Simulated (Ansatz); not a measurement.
In5As6H18⁺, a cluster cut from wurtzite InAs (hydrogen-capped), 29 atoms. Hardware: 2 threads of AMD EPYC 7R13 on a shared host and a share (18 GiB) of an NVIDIA H100 80GB HBM3.

In the def2 sets In takes a core potential; there is no spin–orbit coupling. Correlated methods freeze 74 core orbitals; core or outer-core shells of As, In are correlated, in sets that lack core-valence functions. Single mean-field runs in def2-TZVP are fitted with def2-universal-jkfit.

Q: How many basis functions does each of these Ansatz runs have, and roughly what does it cost? RPA@PBE/def2-SVP, charge 1 singlet, energy, from earlier orbitals; LDA (SPW92)/def2-TZVP, charge 1 singlet, energy, from earlier orbitals; r2SCAN0-D4/def2-TZVP, charge 1 singlet, energy, from earlier orbitals; PBE0-D4/def2-TZVP, charge 0 doublet at the geometry of the charge 1 singlet, energy; BHLYP-D4/def2-TZVP, charge 1 singlet, energy, from earlier orbitals; PBE0-D4/def2-TZVP, charge 2 doublet at the geometry of the charge 1 singlet, energy; PBE0-D4/def2-TZVP, charge 1 singlet, energy and forces, from earlier orbitals; r2SCAN0-D4/def2-TZVP, charge 2 doublet at the geometry of the charge 1 singlet, energy, from earlier orbitals; PBE0-D4/def2-TZVP, charge 1 triplet at the geometry of the charge 1 singlet, energy; r2SCAN-D4/def2-TZVP, charge 1 singlet, energy and forces, from earlier orbitals; PBE-D4/def2-TZVP, charge 1 triplet at the geometry of the charge 1 singlet, energy, from earlier orbitals; PBE-D4/def2-TZVP, charge 1 singlet, energy, from earlier orbitals.

A: Other jobs shared the machine, so times can vary by a factor of up to 3. A dash marks memory too small to be measured apart from the calling script's.

```
                                                                                                          run  functions  fitting or Cholesky vectors  wall time  peak host memory (GiB)
                                       LDA (SPW92)/def2-TZVP, charge 1 singlet, energy, from earlier orbitals        646                         3010       10 s                       –
                                        r2SCAN0-D4/def2-TZVP, charge 1 singlet, energy, from earlier orbitals        646                         3010       12 s                       –
                                          BHLYP-D4/def2-TZVP, charge 1 singlet, energy, from earlier orbitals        646                         3010       12 s                       –
    PBE-D4/def2-TZVP, charge 1 triplet at the geometry of the charge 1 singlet, energy, from earlier orbitals        646                         3010       13 s                     1.3
                              r2SCAN-D4/def2-TZVP, charge 1 singlet, energy and forces, from earlier orbitals        646                         3010       14 s                     1.2
                                            RPA@PBE/def2-SVP, charge 1 singlet, energy, from earlier orbitals        412                         4509       14 s                     2.4
                                            PBE-D4/def2-TZVP, charge 1 singlet, energy, from earlier orbitals        646                         3010       14 s                       –
                          PBE0-D4/def2-TZVP, charge 2 doublet at the geometry of the charge 1 singlet, energy        646                         3010       14 s                     1.3
                          PBE0-D4/def2-TZVP, charge 1 triplet at the geometry of the charge 1 singlet, energy        646                         3010       17 s                     1.4
                                PBE0-D4/def2-TZVP, charge 1 singlet, energy and forces, from earlier orbitals        646                         3010       19 s                       2
                          PBE0-D4/def2-TZVP, charge 0 doublet at the geometry of the charge 1 singlet, energy        646                         3010       20 s                     1.4
r2SCAN0-D4/def2-TZVP, charge 2 doublet at the geometry of the charge 1 singlet, energy, from earlier orbitals        646                         3010       20 s                     1.6
```
